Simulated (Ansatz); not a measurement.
Basis sets compared for Te(SiH3)2 (Si₂TeH₆). The state is a singlet with charge 0. Geometry r2SCAN-D4/def2-SVP. Ansatz on 4 threads of Intel Xeon Platinum 8259CL on a shared host; times are rough, and most runs start from earlier orbitals.

```xyz
9

Te   -1.277   -1.237    0.027
Si    0.213   -0.296   -1.762
H     1.651   -0.542   -1.442
H    -0.002    1.173   -1.918
H    -0.152   -0.999   -3.025
Si   -0.251    0.259    1.763
H    -0.941   -0.051    3.048
H    -0.454    1.697    1.413
H     1.213   -0.003    1.897
```

In the def2 sets Te takes a core potential; there is no spin–orbit coupling.

Binding counts from free atoms (Te triplet, Si triplet, H doublet) in the same basis, without a counterpoise term.

```csv
level,functions,energy (Eh),HOMO (eV),LUMO (eV),binding per atom (eV),wall time
PBE-D4/def2-SVP,92,-850.1293,-5.43,-1.39,2.80,0.7 s
PBE-D4/def2-TZVP,160,-850.3476,-5.54,-1.58,2.82,1.2 s
r2SCAN-D4/def2-TZVP,160,-850.7110,-5.78,-1.32,2.84,2 s
PBE0-D4/def2-SVP,92,-850.2148,-6.48,-0.60,2.79,1.1 s
PBE0-D4/def2-TZVP (with forces),160,-850.4302,-6.54,-0.80,2.81,2.4 s
```

Estimate the rows for PBE-D4/def2-TZVPD, r2SCAN-D4/def2-TZVPD, PBE0-D4/def2-TZVPD.


| level | functions | energy (Eh) | HOMO (eV) | LUMO (eV) | binding per atom (eV) | wall time |
| --- | --- | --- | --- | --- | --- | --- |
| PBE-D4/def2-TZVPD | 199 | -850.3484 | -5.56 | -1.65 | 2.82 | 1.9 s |
| r2SCAN-D4/def2-TZVPD | 199 | -850.7117 | -5.79 | -1.36 | 2.85 | 3.1 s |
| PBE0-D4/def2-TZVPD | 199 | -850.4309 | -6.55 | -0.90 | 2.81 | 2.5 s |
